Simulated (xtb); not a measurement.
Se(Me)(SMe) (C2H6SSe), SMILES CS[Se]C. All values are semi-empirical tight-binding results from xtb (GFN2-xTB unless named), good for trends rather than for accurate numbers. The structure is a stationary point at GFN2-xTB. One conformer was computed; it need not be the lowest.

```yaml
orbital_gap: 3.64 eV
zero_point_energy: 46.4 kcal/mol
G − E(el) at 298.15 K (modified RRHO): 26.0 kcal/mol
static polarisability (D4 model): 74.5 bohr³
solvation energy, GFN2-xTB/ALPB(water): -0.7 kcal/mol
solvation energy, GFN2-xTB/ALPB(thf): -5.7 kcal/mol
```
